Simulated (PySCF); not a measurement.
Be(Br)(SiH3) (BeBrH3Si), SMILES [Br][Be][SiH3]. Geometry optimised at ωB97X-D3(BJ)/def2-TZVP.

Level of theory: ωB97X-D3(BJ)/def2-TZVP (PySCF 2.14.0).

Harmonic wavenumbers (cm⁻¹): 163, 163, 271, 497, 497, 881, 937, 959, 959, 2227, 2229, 2229. Rotational constants (GHz): 87.12, 1.260, 1.260; symmetry number 3.

Problem. Work out the zero-point energy and the ideal-gas rigid-rotor harmonic-oscillator thermochemistry at 298.15 K and 1 atm.

Solution. ZPE = ½ Σ hcν = ½ × 12014 cm⁻¹ = 17.18 kcal/mol. H − E(el) = 21.02 kcal/mol. Entropy in cal/(mol K): translation 40.26, rotation 23.07, vibration 8.44, total 71.78. G − E(el) = -0.38 kcal/mol. Cp = 17.80 cal/(mol K).
